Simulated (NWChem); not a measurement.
System: C2H2BF2N; SMILES B(CC#N)(F)F

```xyz
8

N      0.2955    -2.6539     0.0000
C     -0.2444    -1.6308     0.0000
C     -0.9107    -0.3420     0.0000
B      0.0453     0.9123     0.0000
F     -0.4867     2.1162     0.0000
F      1.3521     0.8149     0.0000
H     -1.5766    -0.2637    -0.8774
H     -1.5766    -0.2637     0.8774
```
Atoms are numbered in this order, from 1.

Program: NWChem. All runs use the structure optimised with PBE0/def2-SVP. Ions are spin-unrestricted doublets at the neutral geometry; other ion states weren't tried.

```csv
level,"vertical ionisation energy, ΔSCF (eV)",−ε(HOMO) (eV),ΔSCF minus −ε(HOMO) (eV)
B3LYP/aug-cc-pVDZ,12.01,9.27,2.74
PBE/aug-cc-pVDZ,11.68,8.12,3.56
M06-2X/aug-cc-pVDZ,12.28,10.84,1.44
```
